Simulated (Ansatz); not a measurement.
Job for Ansatz (an electronic-structure program): U-r2SCAN/def2-TZVPP on CH2Cl (SMILES [CH2]Cl), 2S+1 = 2, atoms moved off the minimum.

Ansatz 0.2 input:
```yaml
crystal:
  periodic: [false, false, false]
  atoms:
    - {symbol: C, position_ang: [-1.09550213, 0.00375675, -0.01120739]}
    - {symbol: Cl, position_ang: [0.58215697, 0.06208656, 0.02821250]}
    - {symbol: H, position_ang: [-1.60081809, 0.96623432, -0.02928236]}
    - {symbol: H, position_ang: [-1.69905439, -0.93750948, 0.09255046]}
basis:
  gaussian:
    orbitals: def2-TZVPP
hamiltonian:
  xc: {name: r2SCAN}
magnetization: {spin_polarized: true, initial_magnetization: 1}
output: {forces: true}
```

The log:

```
WARN ansatz: RAYON_NUM_THREADS=1 ignored (pool sized by the plan → 1); use --threads N
Functional definition: r2SCAN
integrals: 0.02 GiB planned
592 factors; their error is unknown
mean field: 0.29 GiB planned
mean field evaluation 1: about -13584.0906 eV, gradient 3.3e1 eV
mean field evaluation 2: about -13575.9661 eV, gradient 5.0e1 eV
mean field evaluation 4: about -13589.8031 eV, gradient 2.0e0 eV
mean field evaluation 8: about -13589.8217 eV, gradient 5.1e-2 eV
mean field evaluation 16: about -13589.8061 eV, gradient 1.0e-4 eV
mean field -13589.80605150 eV, -499.4161608914 hartree, gradient 3.4e-5 eV, S^2 0.757711; 0 other end points of the search recorded, 0 dependent functions left out
the calculation of the forces begins
reference -13589.80606023 eV, -499.4161612119 hartree; 13, 12 occupied and 88, 89 virtual orbitals, 592 factors
Total energy: -13589.80606023 eV, -499.4161612119 hartree
Atom 0 at    -1.095502     0.003757    -0.011207 Å, force    -1.500608    -0.384233     0.104503 eV/Å
Atom 1 at     0.582157     0.062087     0.028213 Å, force     0.254397    -0.306761     0.028599 eV/Å
Atom 2 at    -1.600818     0.966234    -0.029282 Å, force     0.106763    -0.236542    -0.020240 eV/Å
Atom 3 at    -1.699054    -0.937509     0.092550 Å, force     1.139448     0.927536    -0.112863 eV/Å
Dipole moment:    -0.214090    -0.001821     0.014353 e Å
```

The run converged.

Cost: very roughly 1.7 core-seconds.
